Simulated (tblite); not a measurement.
4-vinylpyridine, C₇H₇N.
Bonds: C1–C2 (double), C2–C3, C3–C4 (aromatic), C4–C5 (aromatic), C5–N6 (aromatic), N6–C7 (aromatic), C7–C8 (aromatic), C3–C8 (aromatic). Hydrogens: H9, H10 on C1; H11 on C2; H12 on C4; H13 on C5; H14 on C7; H15 on C8.

Computed with GFN2-xTB (tblite), gas phase: Langevin dynamics at 300 K from the optimised GFN2-xTB geometry, time step 0.5 fs, friction 0.01 fs⁻¹, 2000 steps.

Start geometry:
```
atom  x, y, z in Å
C1     -2.444    0.998    0.052
C2     -1.693   -0.069   -0.191
C3     -0.242   -0.150   -0.070
C4      0.565    0.919    0.326
C5      1.933    0.732    0.407
N6      2.538   -0.411    0.129
C7      1.781   -1.428   -0.248
C8      0.404   -1.354   -0.363
H9     -3.514    0.968   -0.063
H10    -2.032    1.939    0.373
H11    -2.168   -0.989   -0.511
H12     0.139    1.879    0.569
H13     2.586    1.540    0.711
H14     2.309   -2.347   -0.467
H15    -0.165   -2.217   -0.676
```

The statistics below take the 31 frames saved every 25 fs from 250 to 1000 fs; their kinetic temperature (all 3N coordinates) averages 308 K.

Problem. How do the bond lengths spread?

Solution. 
| bond | start (Å) | mean (Å) | standard deviation (Å) | shortest (Å) | longest (Å) |
| --- | --- | --- | --- | --- | --- |
| C1=C2 | 1.327 | 1.331 | 0.018 | 1.284 | 1.367 |
| C2–C3 | 1.458 | 1.466 | 0.027 | 1.404 | 1.545 |
| C3–C4 | 1.397 | 1.392 | 0.026 | 1.340 | 1.452 |
| C4–C5 | 1.384 | 1.393 | 0.034 | 1.329 | 1.470 |
| C5–N6 | 1.323 | 1.319 | 0.026 | 1.284 | 1.381 |
| N6–C7 | 1.322 | 1.330 | 0.023 | 1.287 | 1.374 |
| C7–C8 | 1.384 | 1.388 | 0.028 | 1.329 | 1.435 |
| C3–C8 | 1.397 | 1.406 | 0.026 | 1.346 | 1.456 |
| C1–H9 | 1.076 | 1.080 | 0.034 | 1.017 | 1.128 |
| C1–H10 | 1.076 | 1.080 | 0.022 | 1.045 | 1.122 |
| C2–H11 | 1.083 | 1.092 | 0.034 | 1.019 | 1.141 |
| C4–H12 | 1.078 | 1.083 | 0.045 | 0.982 | 1.203 |
| C5–H13 | 1.083 | 1.086 | 0.031 | 1.041 | 1.156 |
| C7–H14 | 1.083 | 1.083 | 0.032 | 1.010 | 1.138 |
| C8–H15 | 1.080 | 1.085 | 0.029 | 1.035 | 1.147 |

Problem. Give the same statistics for bond angles, one of each kind among heavy atoms.

Solution. 
```json
{"angle": "C1–C2–C3", "start (°)": "126.3", "mean (°)": "125.4", "standard deviation (°)": "3.5", "smallest (°)": "118.4", "largest (°)": "134.8"}
{"angle": "C2–C3–C4", "start (°)": "123.8", "mean (°)": "123.1", "standard deviation (°)": "2.7", "smallest (°)": "117.4", "largest (°)": "128.8"}
{"angle": "C2–C3–C8", "start (°)": "119.4", "mean (°)": "119.6", "standard deviation (°)": "3.0", "smallest (°)": "114.2", "largest (°)": "125.2"}
{"angle": "C4–C3–C8", "start (°)": "116.8", "mean (°)": "117.0", "standard deviation (°)": "2.5", "smallest (°)": "112.3", "largest (°)": "123.2"}
{"angle": "C3–C4–C5", "start (°)": "119.0", "mean (°)": "119.0", "standard deviation (°)": "2.6", "smallest (°)": "112.9", "largest (°)": "124.0"}
{"angle": "C4–C5–N6", "start (°)": "123.8", "mean (°)": "123.5", "standard deviation (°)": "2.6", "smallest (°)": "118.8", "largest (°)": "130.3"}
{"angle": "C5–N6–C7", "start (°)": "117.5", "mean (°)": "117.7", "standard deviation (°)": "2.3", "smallest (°)": "113.7", "largest (°)": "122.7"}
```

Problem. How far does each atom move about its mean position (frames aligned on the start, all atoms weighted alike), and what rms force does it feel?

Solution. 
```tsv
atom	rms displacement (Å)	rms force (eV/Å)
C1	0.16	1.73
C2	0.15	1.50
C3	0.11	1.91
C4	0.14	2.54
C5	0.09	1.87
N6	0.10	1.74
C7	0.12	1.96
C8	0.09	1.79
H9	0.17	1.23
H10	0.48	0.80
H11	0.45	1.19
H12	0.28	1.55
H13	0.18	1.15
H14	0.23	1.24
H15	0.16	1.00
```

The displacements run from 0.09 to 0.48 Å, the largest at H10.

Problem. Follow the torsion C1–C2–C3–C4 through every second one of these frames.

Solution. 
```
t (fs)  C1–C2–C3–C4 (°)
   250                2
   300               13
   350               28
   400               32
   450               22
   500               -2
   550              -20
   600              -19
   650              -29
   700              -20
   750              -19
   800              -17
   850              -17
   900              -18
   950              -26
  1000              -13
```

Largest departure from the start value over all these frames: C1–C2–C3–C4 37° (start 0°).

Problem. How widely does the potential energy scatter, against a harmonic estimate?

Solution. Mean 0.52 eV above the start, standard deviation 0.151 eV, range 0.27 to 0.81 eV. For 39 classical harmonic modes at 300 K the canonical values are 39kT/2 = 0.50 eV and kT·√(39/2) = 0.114 eV.

The run is classical and short, so these are rough statistics of one trajectory.

The cost below is that of the whole dynamics run. The run took about 30 s of CPU time (one thread, shared machine).
